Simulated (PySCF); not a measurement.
**Pb4 at several levels of theory**

Computed with PySCF 2.14.0 (density fitting, no spin-orbit coupling) at the geometry relaxed with TPSS:

```xyz
4
Pb4 (singlet)
Pb    1.5811    0.0000    0.0000
Pb   -1.5811    0.0000    0.0000
Pb    0.0000    2.5396    0.0000
Pb    0.0000   -2.5396    0.0000
```

```tsv
level	basis	state	HOMO (eV)	gap (eV)	charge on Pb1 (e)	dipole about the centre of mass (D)	largest force component (eV/Å)
TPSS	Pb def2-SVP with ECP60	singlet	-4.62	1.20	-0.09	0.00	0.03
BP86	the same	singlet	-4.75	1.10	-0.08	0.00	0.19
BLYP	the same	singlet	-4.39	1.04	-0.06	0.01	0.55
PBE	the same	singlet	-4.61	1.13	-0.08	0.00	0.18
TPSS	Pb def2-TZVP with ECP60	singlet	-4.60	1.19	-0.06	0.00	0.18
TPSS	Pb x2c-SVPall	singlet	-4.66	1.22	-0.10	0.01	0.39
```

Charges are Mulliken's, which hang on the basis. The relaxation used the grid (50, 194), these runs (75, 302) or, all-electron (x2c bases, spin-free X2C Hamiltonian), (99, 590).

(1) What does HF with Pb def2-SVP with ECP60 give here?

No frequency check is given that shows the relaxed geometry to be a minimum.

Answers

(1) state singlet, HOMO (eV) -6.19, gap (eV) 5.50, charge on Pb1 (e) -0.18, dipole about the centre of mass (D) 0.00, largest force component (eV/Å) 0.27. Time: 3.4 s on 4 threads of Arm Neoverse V1 (shared host), from an already converged density.
